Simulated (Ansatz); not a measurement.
Computed with Ansatz on PBE0-D4/def2-TZVP structures; ΔE is electronic, products minus reactants. CCSD(T)/CBS adds triple-zeta CCSD(T) − MP2 to the extrapolated MP2 energy (def2 sets, frozen cores). This one scheme is used for every species. Functionals use def2-TZVPP. For Ga outer-core shells are correlated without core-valence functions, which leaves a few kJ/mol of doubt a bond. Scalar relativity is left out up to krypton. One conformer a species, not always the lowest.

Consider the ligand exchange at a Ga–Cl bond: `[SH][Ga]([Cl])[Cl]` + NH₃ → `[NH2][Ga]([SH])[Cl]` + HCl.

CCSD(T)/CBS gives +69.3 kJ/mol.

Task: Another level gave +70.0 kJ/mol. Which?
A. BLYP/def2-TZVPP
B. LDA (SPW92)/def2-TZVPP
C. HF/def2-TZVPP
D. CCSD(T)/def2-TZVPP

Result: D. CCSD(T)/def2-TZVPP 70.0, BLYP 75.5, HF/def2-TZVPP 83.6, LDA (SPW92) 65.5 kJ/mol.

Task: What do rigid-rotor, harmonic-oscillator terms from PBE0-D4/def2-TZVP frequencies (298.15 K, 1 bar) make of the CCSD(T)/CBS value? (Best estimate.)

Result: Ansatz gave: ΔZPE = -10.2 kJ/mol, ΔH = +60.3 kJ/mol, ΔS = 4 J/(mol·K), ΔG = +59.1 kJ/mol.

Largest T1 diagnostic among the species: 0.012.

In def2-TZVPP, CCSD(T) changes the Hartree–Fock value by −13.6 kJ/mol (the triples alone add −0.1 kJ/mol) and MP2 by −12.8 kJ/mol. At CCSD(T), def2-SVP lies +3.8 kJ/mol from the extrapolated value and def2-TZVPP +0.7 kJ/mol.
